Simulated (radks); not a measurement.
Results of a calculation; reference values are marked as such.
Sc13+, 8 electrons, occupied as [He] 2s2 2p4. Level of theory: Dirac Kohn-Sham, PBE, spin-unpolarised, spherical densities, point nucleus; open shells are shared between the two j in proportion to 2j + 1 (a radial shooting solver on a logarithmic mesh with Libxc functionals).

Unscreened Slater integrals over Kohn-Sham orbitals (eV). Large and small components are both included.

F0(2p3/2,2p3/2): 86.272
F2(2p3/2,2p3/2): 40.904
F0(2p3/2,2p1/2): 86.619
G2(2p3/2,2p1/2): 40.884
F0(2p3/2,2s1/2): 79.643
G1(2p3/2,2s1/2): 45.936
F0(2p3/2,1s1/2): 117.94
G1(2p3/2,1s1/2): 19.905
F0(2p1/2,2p1/2): 86.971
F0(2p1/2,2s1/2): 79.900
G1(2p1/2,2s1/2): 45.846
F0(2p1/2,1s1/2): 119.06
G1(2p1/2,1s1/2): 20.137
F0(2s1/2,2s1/2): 75.361
F0(2s1/2,1s1/2): 105.88
G0(2s1/2,1s1/2): 9.9149
F0(1s1/2,1s1/2): 351.25
